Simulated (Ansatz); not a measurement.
Cost and result up the ladder for cis-Hf(H2O)2Br4 (HfBr4O2H4) (11 atoms). Total charge 0; singlet. Geometry: B3LYP-D4/def2-SVP.

Cartesian coordinates in Å:
```
Br 0.564 -3.089 -0.005
Br -2.552 -1.203 1.379
Br -1.190 -0.362 -2.186
Br 1.039 0.039 2.289
Hf -0.346 -0.747 0.239
O -0.833 1.534 0.278
O 1.578 0.074 -0.792
H -0.848 1.992 1.133
H -1.552 1.865 -0.283
H 1.717 -0.115 -1.733
H 2.422 0.013 -0.319
```

Ansatz on 4 threads of Arm Neoverse V1 on a shared host. Times are rough, and most runs start from the orbitals of an earlier one. PBE0-D4/def2-TZVP serves as the yardstick here, not as an exact answer. Differences are given only for rows in sets of like size (and for xTB, whose basis is part of the method), since another set adds its own error. Binding counts from free atoms at the same level (Br doublet, Hf triplet, O triplet, H doublet; other spins of the atoms weren't run), without zero-point energy or a counterpoise term.

In the def2 sets Hf takes a core potential; there is no spin–orbit coupling. Correlated methods freeze 38 core orbitals; core or outer-core shells of Br, Hf are correlated, in sets that lack core-valence functions. No other spin state of charge 0 was run.

Correlated methods converge slowly with the basis.

```
                         level  functions  wall time
         LDA (SPW92)/def2-TZVP        318      5.5 s
               PBE-D4/def2-SVP        208        7 s
PBE-D4/def2-TZVP (with forces)        318       11 s
              PBE0-D4/def2-SVP        208       12 s
           r2SCAN-D4/def2-TZVP        318       21 s
                 MP2/def2-TZVP        318       25 s
             PBE0-D4/def2-TZVP        318       27 s
            BHLYP-D4/def2-TZVP        318       29 s
```

Estimate what each level gives for the binding energy per atom (eV).


```tsv
level	binding energy per atom (eV)	difference from PBE0-D4/def2-TZVP (eV)
LDA (SPW92)/def2-TZVP	4.16	0.57
PBE-D4/def2-SVP	3.70	–
PBE-D4/def2-TZVP (with forces)	3.67	0.07
PBE0-D4/def2-SVP	3.61	–
r2SCAN-D4/def2-TZVP	3.67	0.07
MP2/def2-TZVP	3.68	0.08
PBE0-D4/def2-TZVP	3.60	0.00
BHLYP-D4/def2-TZVP	3.46	-0.13
```
